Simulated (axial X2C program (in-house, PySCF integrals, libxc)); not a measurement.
## Ionising BiC

All values come from calculations with an axial X2C code built on PySCF integrals, spin-free (one-electron X2C) or two-component (2c: spin–orbit coupling with atomic mean-field Coulomb and Gaunt terms, which also bring small scalar terms), in Dyall basis sets with cores contracted in-house; open shells are unrestricted.

Basis sets: Bi dyall-cv3z, C dyall-v3z. Frozen shells (counts by l): BiC Bi 5s4p3d1f, C 1s, 9 electrons correlated; BiC⁺ Bi 5s4p3d1f, C 1s, 8 electrons correlated. Coupled cluster in natural virtuals with an MP2 remainder. Where the outer core of a metal is frozen, bonds come out longer and ionisation energies lower.

| Hamiltonian | level | BiC state | Re (Å) | ωe (cm⁻¹) | De (eV) |
| --- | --- | --- | --- | --- | --- |
| spin-free | HF | M_S = 1/2, Λ = 0 | 2.097 | 597.3 | 1.05 |
| spin-free | PBE0 | M_S = 1/2, Λ = 0 | 1.966 | 696.8 | 2.90 |
| spin-free | CCSD | M_S = 1/2, Λ = 0 | 1.989 | 695.7 | 2.23 |
| spin-free | CCSD(T) | M_S = 1/2, Λ = 0 | 1.977 | 730.1 | 2.47 |

Adiabatic ionisation energy (minimum to minimum, no zero-point term) and constants of BiC⁺:

```
Hamiltonian    level      BiC⁺ state  IE (eV)  Re (Å)  ωe (cm⁻¹)  De (eV)  fragments
  spin-free       HF  M_S = 1, Λ = 1     8.22   2.080      674.8     1.05    Bi+ + C
  spin-free     PBE0  M_S = 1, Λ = 1     8.82   2.040      666.6     2.73    Bi+ + C
  spin-free     CCSD  M_S = 1, Λ = 1     8.67   2.051      678.0     2.13    Bi+ + C
  spin-free  CCSD(T)  M_S = 1, Λ = 1     8.73   2.052      674.6     2.34    Bi+ + C
```

(1) Add the zero-point terms to the ionisation energy at CCSD(T), spin-free, and say whether the electron removed was bonding.

(2) Close the cycle De(BiC⁺) + IE(BiC) = De(BiC) + IE(Bi) to find the atomic ionisation energy at CCSD(T), spin-free.

Each entry is the lowest single determinant of a limited PBE0 search at one distance. De goes to single-determinant-based atoms at the same level (for ions the charge split of lowest energy) and is withheld (n/a) where an atom does not fit its ground term or J level. Main or longest-lived isotopes. One determinant is a doubtful description, or other states lie close, for BiC, BiC⁺; these need not be ground states, and all values refer to the states named. The functionals have no current term, which raises determinants with orbital currents.

Results:

(1) IE0 = IE + (ωe⁺ − ωe)/2 = 8.73 + (-0.003) = 8.73 eV. Re changes by 0.075 Å, so the bond lengthens, as on loss of a bonding electron.

(2) IE(Bi) = 2.34 + 8.73 − 2.47 = 8.60 eV, for the determinants used.
